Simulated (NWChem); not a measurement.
All runs are NWChem calculations. System: FGa, charge 0, spin multiplicity 1, at a geometry optimised with PBE/def2-SVP. The structure started from a generated list of species. Level: G0W0@PBE0/def2-TZVPD, RI basis def2-tzvpd-rifit.

NWChem printed:

```
             Northwest Computational Chemistry Package (NWChem) 7.3.0
             --------------------------------------------------------

                                NWChem Input Module
                                -------------------

 Scaling coordinates for geometry "geometry" by  1.889725989
 (inverse scale =  0.529177249)

 Turning off AUTOSYM since
 SYMMETRY directive was detected!

                             Geometry "geometry" -> ""
                             -------------------------

 Output coordinates in angstroms (scale by  1.889725989 to convert to a.u.)

  No.       Tag          Charge          X              Y              Z
 ---- ---------------- ---------- -------------- -------------- --------------
    1 Ga                  31.0000     0.00000000     0.00000000    -0.40460000
    2 F                    9.0000     0.00000000     0.00000000     1.39362400

 Effective nuclear repulsion energy (a.u.)      82.1034823642

            Nuclear Dipole moment (a.u.)
            ----------------------------
        X                 Y               Z
 ---------------- ---------------- ----------------
     0.0000000000     0.0000000000     0.0000302356

      Symmetry information
      --------------------

 Group name             C2v
 Group number             16
 Group order               4
 No. of unique centers     2

      Symmetry unique atoms

     1    2


 Summary of "ao basis" -> "" (spherical)
 ------------------------------------------------------------------------------
       Tag                 Description            Shells   Functions and Types
 ---------------- ------------------------------  ------  ---------------------
 *                         def2-tzvpd                 on all atoms

 new library libraries.bse/

 Summary of "ri basis" -> "" (spherical)
 ------------------------------------------------------------------------------
       Tag                 Description            Shells   Functions and Types
 ---------------- ------------------------------  ------  ---------------------
 *                      def2-tzvpd-rifit              on all atoms

                                 NWChem DFT Module
                                 -----------------

 Summary of "ao basis" -> "ao basis" (spherical)
 ------------------------------------------------------------------------------
       Tag                 Description            Shells   Functions and Types
 ---------------- ------------------------------  ------  ---------------------
 Ga                        def2-tzvpd               18       54   7s5p5d1f
 F                         def2-tzvpd               14       40   6s4p3d1f

 Summary of "ao basis" -> "ao basis" (spherical)
 ------------------------------------------------------------------------------
       Tag                 Description            Shells   Functions and Types
 ---------------- ------------------------------  ------  ---------------------
 Ga                        def2-tzvpd               18       54   7s5p5d1f
 F                         def2-tzvpd               14       40   6s4p3d1f

      Symmetry analysis of basis
      --------------------------

        a1         42
        a2         10
        b1         21
        b2         21

            General Information
            -------------------
          SCF calculation type: DFT
          Wavefunction type:  closed shell.
          No. of atoms     :     2
          No. of electrons :    40
           Alpha electrons :    20
            Beta electrons :    20
          Charge           :     0
          Spin multiplicity:     1
          Use of symmetry is: on ; symmetry adaption is: on
          Maximum number of iterations: 100
          This is a Direct SCF calculation.
          AO basis - number of functions:    94
                     number of shells:    32
          Convergence on energy requested:  1.00D-06
          Convergence on density requested:  1.00D-05
          Convergence on gradient requested:  5.00D-04

              XC Information
              --------------
                         PBE0 Method XC Functional
                     Hartree-Fock (Exact) Exchange  0.250
          PerdewBurkeErnzerhof Exchange Functional  0.750
[...]
              MO Center=  3.0D-15,  5.0D-17,  1.3D+00, r^2= 6.4D-01
   Bfn.  Coefficient  Atom+Function         Bfn.  Coefficient  Atom+Function
  ----- ------------  ---------------      ----- ------------  ---------------
    61      0.481794  2 F  px                64      0.396170  2 F  px
    67      0.275712  2 F  px                17      0.088408  1 Ga px
    26      0.075420  1 Ga d  1              11     -0.040260  1 Ga px
    70      0.036735  2 F  px                20      0.026942  1 Ga px

 Vector   19  Occ=2.000000D+00  E=-3.856033D-01  Symmetry=b2
              MO Center=  6.4D-17,  4.0D-16,  1.3D+00, r^2= 6.4D-01
   Bfn.  Coefficient  Atom+Function         Bfn.  Coefficient  Atom+Function
  ----- ------------  ---------------      ----- ------------  ---------------
    62      0.481794  2 F  py                65      0.396170  2 F  py
    68      0.275712  2 F  py                18      0.088408  1 Ga py
    24     -0.075420  1 Ga d -1              12     -0.040260  1 Ga py
    71      0.036735  2 F  py                21      0.026942  1 Ga py

 Vector   20  Occ=2.000000D+00  E=-2.892480D-01  Symmetry=a1
              MO Center= -9.7D-16,  5.4D-16, -4.7D-01, r^2= 2.5D+00
   Bfn.  Coefficient  Atom+Function         Bfn.  Coefficient  Atom+Function
  ----- ------------  ---------------      ----- ------------  ---------------
     5      0.536405  1 Ga s                  6      0.491669  1 Ga s
    63      0.241857  2 F  pz                 4     -0.227868  1 Ga s
    19     -0.227665  1 Ga pz                66      0.199539  2 F  pz
     3     -0.182480  1 Ga s                 69      0.131557  2 F  pz
    22     -0.107585  1 Ga pz                13      0.096563  1 Ga pz

 Vector   21  Occ=0.000000D+00  E=-5.319737D-02  Symmetry=b1
              MO Center=  6.3D-17, -2.5D-17, -5.8D-01, r^2= 3.8D+00
   Bfn.  Coefficient  Atom+Function         Bfn.  Coefficient  Atom+Function
  ----- ------------  ---------------      ----- ------------  ---------------
    20      0.691666  1 Ga px                17      0.434992  1 Ga px
    11     -0.174919  1 Ga px                61     -0.119516  2 F  px
    67     -0.111378  2 F  px                64     -0.092835  2 F  px
    46      0.075415  1 Ga d  1               8      0.066623  1 Ga px
    14     -0.038353  1 Ga px                41      0.032771  1 Ga d  1

 Vector   22  Occ=0.000000D+00  E=-5.319737D-02  Symmetry=b2
              MO Center=  1.3D-17, -4.5D-16, -5.8D-01, r^2= 3.8D+00
   Bfn.  Coefficient  Atom+Function         Bfn.  Coefficient  Atom+Function
  ----- ------------  ---------------      ----- ------------  ---------------
    21      0.691666  1 Ga py                18      0.434992  1 Ga py
    12     -0.174919  1 Ga py                62     -0.119516  2 F  py
    68     -0.111378  2 F  py                65     -0.092835  2 F  py
    44     -0.075415  1 Ga d -1               9      0.066623  1 Ga py
    15     -0.038353  1 Ga py                39     -0.032771  1 Ga d -1

 Vector   23  Occ=0.000000D+00  E= 1.558707D-02  Symmetry=a1
              MO Center= -9.8D-16, -6.0D-15, -3.4D-01, r^2= 7.4D+00
   Bfn.  Coefficient  Atom+Function         Bfn.  Coefficient  Atom+Function
  ----- ------------  ---------------      ----- ------------  ---------------
    22      1.269702  1 Ga pz                 6      1.098521  1 Ga s
    60     -1.044499  2 F  s                 72      0.628237  2 F  pz
    45     -0.322845  1 Ga d  0              19      0.314774  1 Ga pz
     7      0.280620  1 Ga s                 69      0.187335  2 F  pz
    59     -0.134476  2 F  s                 58     -0.121660  2 F  s

 center of mass
 --------------
 x =   0.00000000 y =   0.00000000 z =  -0.03032001

 moments of inertia (a.u.)
 ------------------
         171.979044635123           0.000000000000           0.000000000000
           0.000000000000         171.979044635123           0.000000000000
           0.000000000000           0.000000000000           0.000000000000

     Multipole analysis of the density
     ---------------------------------

     L   x y z        total         alpha         beta         nuclear
     -   - - -        -----         -----         ----         -------
     0   0 0 0     -0.000000    -20.000000    -20.000000     40.000000

     1   1 0 0      0.000000      0.000000      0.000000      0.000000
     1   0 1 0      0.000000      0.000000      0.000000      0.000000
     1   0 0 1     -0.938091     -0.469061     -0.469061      0.000030

     2   2 0 0    -14.173831     -7.086915     -7.086915      0.000000
     2   1 1 0     -0.000000     -0.000000     -0.000000      0.000000
     2   1 0 1      0.000000      0.000000      0.000000      0.000000
     2   0 2 0    -14.173831     -7.086915     -7.086915      0.000000
     2   0 1 1      0.000000      0.000000      0.000000      0.000000
     2   0 0 2    -19.287418    -49.915363    -49.915363     80.543308

 Task  times  cpu:        8.4s     wall:        8.4s

                                NWChem Input Module
                                -------------------

                                 NWChem GW Module
                                 ----------------

                             ***********************
                             ***        GW       ***
                             ***********************

 Summary of "ri basis" -> "ri basis" (spherical)
 ------------------------------------------------------------------------------
       Tag                 Description            Shells   Functions and Types
 ---------------- ------------------------------  ------  ---------------------
 Ga                     def2-tzvpd-rifit            41      175   11s10p9d6f4g1h
 F                      def2-tzvpd-rifit            26       92   9s7p5d4f1g

                 Memory Information
                 ------------------
          Available GA per process is          1699.9 MBs
          Available stack per process is        700.0 MBs
          Available heap per process is           0.0 MBs

          Peak memory in Initialization
              Peak GA per process is                  4.8 MBs
              Peak stack per process is               0.1 MBs
              Peak heap per process is                5.2 MBs
              Memory not in MA per process            0.0 MBs

          Peak memory in AFF Calculation
              Peak GA per process is                 23.9 MBs
              Peak stack per process is              16.7 MBs
              Peak heap per process is                0.0 MBs
              Memory not in MA per process           16.7 MBs

          Computing 2-center integrals
          Computing Inverse Cholesky factor
          Computing 3-center integrals
          Computing V_xc ...

          Computing Sigma_x
          Computing RPA polarizability
          Solving quasiparticle equations

                  Alpha Orbitals
          State     Energy (eV)     Error (eV)
          -----------------------------------
@GW        17        -14.376           0.005
@GW        18        -12.671           0.002
@GW        19        -12.671           0.002
@GW        20        -10.067           0.005
@GW        21          0.587           0.004
@GW        22          0.586           0.004

   Applying  -2.1961 eV scissor-shift to rest of particle states

   Applying   2.0341 eV scissor-shift to rest of hole states

     GW Timing Statistics
   ------------------------
   Init.   :          0.1s
     ERIs  :          0.6s
     Distr.:          0.0s
     Vxc   :          1.2s
   Sigma_x :          0.0s
   RPA     :          0.5s
   Wmn     :          0.0s
   Sigma_c :          0.0s
   GW total:          2.5s

 Task  times  cpu:        2.5s     wall:        2.5s

 Total times  cpu:       10.9s     wall:       10.9s
```

Q: Write an NWChem input that would produce this output.

A: Several could match; the one computed here: 
```
start mol
memory heap 200 mb stack 700 mb global 1700 mb
geometry units angstroms nocenter noautoz
  Ga     0.000000     0.000000    -0.404600
  F      0.000000     0.000000     1.393624
  symmetry group C2v
end
basis spherical
  * library def2-tzvpd
end
basis "ri basis" bse spherical
  * library def2-tzvpd-rifit
end
dft
  xc pbe0
  iterations 100
  direct
  tolerances tight
end
task dft energy
gw
  states alpha occ 4 vir 2
end
task dft gw
```
